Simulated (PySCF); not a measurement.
# Radial density of V(3+) (vanadium, charge +3)

BLYP, [Ar] 3d2, high-spin 3F determinant. All numbers are calculated (PySCF 2.14, scalar relativity by spin-free X2C-1e, in ANO-RCC-VTZP (6s5p3d2f1g, 59 functions)).

| r (bohr) | 4πr²ρ (e/bohr) | 4πr²(ρα − ρβ) |
| --- | --- | --- |
| 0.00118 | 0.1898 | 0.0000 |
| 0.00199 | 0.4836 | 0.0000 |
| 0.00335 | 1.207 | 0.0000 |
| 0.00563 | 2.904 | 0.0000 |
| 0.00947 | 6.569 | 0.0000 |
| 0.0159 | 13.31 | 0.0000 |
| 0.0268 | 22.32 | 0.0001 |
| 0.0450 | 27.48 | 0.0001 |
| 0.0758 | 23.04 | 0.0010 |
| 0.127 | 22.14 | 0.0114 |
| 0.214 | 29.81 | 0.0939 |
| 0.361 | 16.60 | 0.4895 |
| 0.607 | 9.596 | 1.3701 |
| 1.02 | 9.820 | 1.5710 |
| 1.72 | 1.921 | 0.6004 |
| 2.89 | 0.08223 | 0.0627 |
| 4.85 | 0.0002824 | 0.0003 |
| 8.17 | 0.0001147 | 0.0001 |

Densities and radii are taken from the X2C orbitals without a picture-change correction, which distorts them close to the nucleus.
